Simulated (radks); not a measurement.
Values are calculated unless marked as measured or tabulated.
Task: The fluorine ion F3+, configuration [He] 2p(up 1.5, down 1.5) 2s(up 0.75, down 0.25) (fractional occupations, a model configuration). Level of theory: scalar-relativistic Kohn-Sham, SCAN, spin-polarised, spherical densities, finite nucleus; meta-GGA in the generalised Kohn-Sham scheme; Fermi nuclear charge, rms radius 2.8976 fm (a radial shooting solver on a logarithmic mesh with Libxc functionals). Some entries of the table are withheld. Estimate them.

orbital,occ.,eigenvalue (hartree),<r> (bohr)
1s up,1,-27.44913,0.1758
1s down,1,-27.42663,0.1759
2s up,0.75,-3.42698,(1)
2s down,0.25,-3.31477,(2)
2p up,1.5,-2.68410,(3)
2p down,1.5,-2.61227,(4)

Result: 
(1) 2s up <r> (bohr): 0.8765
(2) 2s down <r> (bohr): 0.8840
(3) 2p up <r> (bohr): 0.8335
(4) 2p down <r> (bohr): 0.8385
